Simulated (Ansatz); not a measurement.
Harmonic frequencies (cm⁻¹) at PBE0-D4/def2-TZVP from Ansatz: 18, 131, 156, 162, 221, 232, 328, 456, 479, 491, 784, 801, 878, 948, 994, 1004, 2700, 2701.

(1) Which molecule is it?
A. `F[B@H-]1[Cl+][B@H-](F)[Cl+]1`
B. `Cl[B@H-]1[Br+][B@H-](Cl)[Br+]1`
C. `[F][Al@H-]1[F+][Al@@H-]([F])[F+]1`
D. `Cl[B@H-]1[Cl+][B@H-](Cl)[Cl+]1`

Results:

(1) B.
